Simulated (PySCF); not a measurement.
Dipole polarisabilities along the 3d series, charge +2

Calculated with PySCF 2.14 for the ground configurations, without spin-orbit coupling: coupled response for Hartree-Fock and DFT. Mean α in bohr³, C₆ of like pairs in atomic units.

```
                                          species  α UHF  α PBE  α PBE0  C₆ UHF  C₆ PBE  C₆ PBE0
    Sc²⁺ [Ar] 3d1 (aug-cc-pVTZ-DK, spin-free X2C)  4.460  5.213   4.879   13.16   14.96    14.16
    Ti²⁺ [Ar] 3d2 (aug-cc-pVTZ-DK, spin-free X2C)  4.312  5.315   4.915   13.03   15.78    14.68
     V²⁺ [Ar] 3d3 (aug-cc-pVTZ-DK, spin-free X2C)  4.006  5.050   4.650   12.08   15.16    13.98
    Cr²⁺ [Ar] 3d4 (aug-cc-pVTZ-DK, spin-free X2C)  3.673  4.684   4.306   10.92   14.04    12.87
    Mn²⁺ [Ar] 3d5 (aug-cc-pVTZ-DK, spin-free X2C)  3.284  4.230   3.885   9.591   12.57    11.48
    Co²⁺ [Ar] 3d7 (aug-cc-pVTZ, non-relativistic)  2.829  3.620   3.343   7.942   10.41    9.545
    Ni²⁺ [Ar] 3d8 (aug-cc-pVTZ, non-relativistic)  2.571  3.287   3.040   7.057   9.228    8.485
Cu²⁺ [Ar] 3d9 (aug-cc-pVTZ-PP with ECP10MDF, ECP)  2.383  3.000   2.786   6.293   8.060    7.457
   Zn²⁺ [Ar] 3d10 (aug-cc-pVTZ-DK, spin-free X2C)  2.189  2.812   2.600   5.698   7.471    6.877
```

Task: Fill in the row of Fe²⁺ [Ar] 3d6 (aug-cc-pVTZ-DK, spin-free X2C).

Result: α UHF 3.174; α PBE 4.070; α PBE0 3.739; C₆ UHF 9.085; C₆ PBE 11.91; C₆ PBE0 10.89.
